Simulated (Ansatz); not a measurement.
AlH6NSiTe (`[SiH3][NH][AlH][TeH]`), relaxed with RKS PBE0-D4/def2-TZVP in the Gaussian-basis code of Ansatz from a PBE-D4/def2-SVP geometry. The force threshold is 0.005 eV/Å; the program also tests the step.

The species carries charge 0 and has multiplicity 1. Te: def2 effective core potential.

Start:

```xyz
10

Si    0.528   -1.462   -0.096
N    -0.526   -0.227   -0.765
Al   -0.882    1.488   -0.333
Te    0.222    2.665    1.636
H     1.540   -1.949   -1.104
H     1.260   -0.859    1.072
H    -0.242   -2.667    0.387
H    -1.057   -0.552   -1.584
H    -1.935    2.286   -1.224
H     1.093    1.276    2.011
```

```
step  energy (eV)  largest force (eV/Å)  largest move (Å)
   1  -23351.2664                 0.453             0.000
   2  -23351.3007                 0.353             0.047
   3  -23351.3089                 0.060             0.019
   4  -23351.3090                 0.028             0.023
   5  -23351.3094                 0.010             0.012
   6  -23351.3094                 0.003             0.002
```

End:

```xyz
10

Si    0.518   -1.444   -0.099
N    -0.519   -0.234   -0.760
Al   -0.870    1.459   -0.331
Te    0.221    2.638    1.620
H     1.516   -1.923   -1.095
H     1.240   -0.852    1.056
H    -0.244   -2.634    0.373
H    -1.045   -0.552   -1.567
H    -1.911    2.256   -1.211
H     1.095    1.287    2.014
```

Run time 18 s (4 threads of an Intel Xeon Platinum 8488C on a shared host); peak host memory 0.55 GiB.
